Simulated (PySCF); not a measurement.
GeH5Si, charge +1, multiplicity 1.

```xyz
7

Si    -1.6193    -0.0009     0.0000
Ge     0.7881    -0.0052     0.0000
H     -2.0039    -0.6750     1.2554
H     -2.0039    -0.6750    -1.2554
H     -1.8394     1.4669     0.0000
H      1.6499     0.0312     1.2684
H      1.6499     0.0312    -1.2684
```
Charge +1, spin multiplicity 1.

Coordinates come from a PBE0-D3(BJ)/def2-TZVP optimisation. The spin state was assumed, not searched. The isomer is the one that the SMILES or the coordinates give; other isomers of the formula were not compared.

Method: PBE0/pcSseg-2 run with PySCF. Non-relativistic, no solvent.

Q: Give the absolute GIAO shielding of each atom: isotropic value and principal components (ppm). (Estimate from the structure and the level; the computed values follow.)

A: 
| atom | σ(iso) | σ11 | σ22 | σ33 | span |
|---|---|---|---|---|---|
| Si1 | 410.2 | 384.1 | 416.8 | 429.6 | 45.5 |
| Ge2 | 194.4 | -1109.2 | 136.9 | 1555.4 | 2664.6 |
| H3 | 26.3 | 22.9 | 24.5 | 31.5 | 8.6 |
| H4 | 26.3 | 22.9 | 24.5 | 31.5 | 8.6 |
| H5 | 26.5 | 23.9 | 24.1 | 31.4 | 7.6 |
| H6 | 20.9 | 16.8 | 19.6 | 26.1 | 9.3 |
| H7 | 20.9 | 16.8 | 19.6 | 26.1 | 9.3 |
